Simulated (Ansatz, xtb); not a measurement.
Ranking isomers of C3H11FGaN

3 gas-phase structures of C3H11FGaN, from a drawn sample of its isomers (lower ones may exist). Each was relaxed with GFN2-xTB:

A. a singlet given by its coordinates
B. a singlet given by its coordinates
C. `C[N+](C)(C)[GaH2-][F]`, a singlet

B (Å):

```xyz
17

C     2.0172    0.2437   -1.6311
C     1.1537    0.3784   -0.3842
C     0.6798   -0.9919    0.1027
F     0.4583   -3.5049   -1.9582
Ga   -0.3076   -2.0189   -1.3527
N    -1.7467   -3.4030   -0.3690
H     2.3460    1.2161   -1.9931
H     2.8942   -0.3692   -1.4224
H     1.4389   -0.2508   -2.4228
H     0.2858    1.0045   -0.6162
H     1.7237    0.8822    0.4045
H     1.5490   -1.5863    0.4117
H     0.0598   -0.8639    0.9980
H    -1.2492   -1.4650   -2.4606
H    -1.1695   -4.0232    0.1967
H    -2.0752   -3.9501   -1.1641
H    -2.5493   -3.1073    0.1797
```

Close contacts (Å): C1–C2 1.52, C2–C3 1.53, C3–Ga5 2.04, F4–Ga5 1.78, Ga5–N6 2.23, C1–H7 1.09, C1–H8 1.09, C1–H9 1.10, C2–H10 1.09, C2–H11 1.10, C3–H12 1.10, C3–H13 1.10, Ga5–H14 1.56, N6–H15 1.02, N6–H16 1.02, N6–H17 1.02.

A (Å):

```xyz
17

C    -1.1265    2.0205   -1.1693
C     0.0754    1.1083   -1.4223
C    -0.0514    0.3740   -2.7573
F     0.4781    0.3495    1.7754
Ga    0.3051   -0.2494    0.1085
N    -1.7259   -0.9005    0.7671
H    -1.0421    2.4913   -0.1880
H    -2.0580    1.4524   -1.2030
H    -1.1860    2.8089   -1.9212
H     0.9662    1.7494   -1.4758
H    -0.9618   -0.2260   -2.7820
H     0.7967   -0.2967   -2.9038
H    -0.0835    1.0775   -3.5908
H     0.9783   -1.6542    0.0013
H    -2.3899   -1.3973    0.1804
H    -2.1658   -0.0540    1.1242
H    -1.5038   -1.4802    1.5743
```

Close contacts (Å): C1–C2 1.53, C2–C3 1.53, C2–Ga5 2.06, F4–Ga5 1.78, Ga5–N6 2.23, C1–H7 1.09, C1–H8 1.09, C1–H9 1.09, C2–H10 1.10, C3–H11 1.09, C3–H12 1.09, C3–H13 1.09, Ga5–H14 1.56, N6–H15 1.02, N6–H16 1.02, N6–H17 1.02.

**Question.** Estimate their order in r2SCAN-D4/def2-SVP//GFN2-xTB energy at these geometries, lowest first.

**Answer.** Calculated order at r2SCAN-D4/def2-SVP//GFN2-xTB: B (0.0), A (1.8), C (15.0) kcal/mol.

Energies above the lowest of each column, in kcal/mol; the last columns are at r2SCAN-D4/def2-SVP geometries:

| structure | GFN2-xTB | HF/STO-3G | r2SCAN-D4/def2-SVP//GFN2-xTB | r2SCAN-D4/def2-SVP | CCSD(T)/def2-SVP + ΔMP2/def2-TZVPP |
| --- | --- | --- | --- | --- | --- |
| B | 17.1 | 0.1 | 0.0 | 0.0 | 0.0 |
| A | 20.5 | 3.8 | 1.8 | 0.8 | 0.6 |
| C | 0.0 | 0.0 | 15.0 | 16.0 | 17.0 |

CCSD(T)/def2-SVP + ΔMP2/def2-TZVPP puts B lowest, with A within 1 kcal/mol; GFN2-xTB picks C. Flexible structures stand in one conformer each, not always the lowest. ΔMP2 is the change of the MP2 energy from the smaller to the larger basis.

Programs: Ansatz 0.2.0, xtb 6.7.1.
